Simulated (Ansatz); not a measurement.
```yaml
crystal:
  periodic: [false, false, false]
  atoms:
    - {symbol: C, position_ang: [-0.688344, -1.309944, -1.426706]}
    - {symbol: N, position_ang: [-0.532582, -0.376439, -0.370181]}
    - {symbol: Mo, position_ang: [0.165588, 1.045963, 0.302838]}
    - {symbol: N, position_ang: [0.955061, 0.485479, 1.968509]}
    - {symbol: O, position_ang: [1.336996, 1.647854, -0.739880]}
    - {symbol: Cl, position_ang: [-1.497806, 2.586014, 0.609070]}
    - {symbol: H, position_ang: [0.008108, -1.113452, -2.249198]}
    - {symbol: H, position_ang: [-1.712973, -1.267154, -1.810306]}
    - {symbol: H, position_ang: [-0.515542, -2.324063, -1.051288]}
    - {symbol: H, position_ang: [1.733739, 0.979653, 2.381098]}
    - {symbol: H, position_ang: [0.813254, -0.410912, 2.406744]}
basis:
  gaussian: {orbitals: def2-mTZVP}
total_charge: -1
magnetization: {spin_polarized: true, initial_magnetization: 2}
hamiltonian: {xc: {name: CAM-B3LYP}}
accuracy: high
output: {forces: true}
```

```sh
$ ansatz run in.yaml --threads 4 --pin off --events-out ev --progress --plain --max-ram 11315MiB
```

Shortened log:

```
Error: a molecule whose nuclei and cores have a total charge of 64 cannot have a net charge of -1 together with 2 unpaired electrons
```

(1) What is wrong with this run?

## Answers

(1) The number of unpaired electrons doesn't fit the electron count. The program refused the input.
